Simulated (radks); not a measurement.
The numbers below are computed, except where a source is named.
Task: Isoelectronic series with 45 electrons, all held in the configuration [Kr] 4d9, which need not be the ground one along the series. Code: a radial shooting solver on a logarithmic mesh with Libxc functionals. Model: scalar-relativistic Kohn-Sham, PBE, spin-polarised, spherical densities, finite nucleus; open shells are filled with parallel spins first (spin-orbit coupling, left out, can overturn this in heavy ions); Fermi nuclear charge, rms radius of each element as measured or else 0.836 A^(1/3) + 0.57 fm. Total energies (hartree) and orbital eigenvalues (eV):

| ion | E (hartree) | 4d down | 4d up | 4p down |
|---|---|---|---|---|
| I8+ | -7099.09510 | -162.6733 | -163.7548 | -241.8660 |
| Xe9+ | -7424.76135 | -192.0777 | -193.2118 | -275.9799 |
| Cs10+ | -7758.6177 | -223.3671 | -224.5529 | -312.0338 |
| Ba11+ | -8100.7065 | -256.5182 | -257.7552 | -350.0076 |
| La12+ | -8451.0802 | -291.5129 | -292.8005 | -389.8864 |
| Ce13+ | -8809.7868 | -328.3362 | -329.6740 | -431.6593 |
| Pr14+ | -9176.8811 | -366.9763 | -368.3639 | -475.3180 |

Estimate the row of Nd15+.

Result: E (hartree) -9552.4162; 4d down -407.4233; 4d up -408.8605; 4p down -520.8569.
